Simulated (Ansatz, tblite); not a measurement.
Cost and result up the ladder for Sr₂O₂⁻ (the lowest doublet isomer of a short search) (4 atoms). The state is a doublet with charge -1. Geometry: r2SCAN-D4/def2-TZVPD.

```xyz
4

Sr   -1.227   -0.126   -1.070
Sr    1.227    0.125    1.070
O     0.892    0.441   -1.074
O    -0.892   -0.440    1.074
```

Ansatz on 2 threads of Arm Neoverse V2 on a shared host; xTB runs through tblite on one thread. Times are rough, summed over both states, and most runs start from the orbitals of an earlier one. PBE0-D4/def2-TZVPD serves as the yardstick here, not as an exact answer. The other state is a singlet.

In the def2 sets Sr takes a core potential; there is no spin–orbit coupling. The xTB rows come from tblite. Correlated methods freeze 2 core orbitals; core or outer-core shells of Sr are correlated, in sets that lack core-valence functions. In CCSD on the charge -1 doublet the largest single amplitude is 0.52, so its Hartree–Fock determinant may place the open shell otherwise than the density functionals do. The structure comes from a short search, and lower isomers may exist.

Run but left out: HF/def2-TZVPPD, MP2/def2-TZVPPD (doublet: a determinant that CCSD turns far, T1 0.074).

Correlated methods converge slowly with the basis.

Raw xTB energies of ions are shifted by several eV, and xTB has no spin-polarisation term.

```
                           level  functions  wall time
                        GFN1-xTB         26    0.005 s
                        GFN2-xTB         26    0.007 s
               PBE-D4/def2-TZVPD        146      5.1 s
PBE0-D4/def2-TZVPD (with forces)        146      7.5 s
            r2SCAN-D4/def2-TZVPD        146       12 s
             CCSD(T)/def2-TZVPPD        160    6.2 min
```

**Question.** Estimate what each level gives for the vertical IE (eV).

**Answer.** 
| level | vertical IE (eV) | difference from PBE0-D4/def2-TZVPD (eV) | remarks |
| --- | --- | --- | --- |
| GFN1-xTB | 5.91 | 5.65 | – |
| GFN2-xTB | 6.20 | 5.95 | – |
| PBE-D4/def2-TZVPD | 0.38 | 0.12 | HOMO above zero (-1 doublet) |
| PBE0-D4/def2-TZVPD (with forces) | 0.25 | 0.00 | HOMO above zero (-1 doublet) |
| r2SCAN-D4/def2-TZVPD | 0.28 | 0.03 | HOMO above zero (-1 doublet) |
| CCSD(T)/def2-TZVPPD | 0.17 | -0.09 | HOMO above zero (-1 doublet), large T1 (0.023) (singlet), large T1 (0.074) (-1 doublet) |
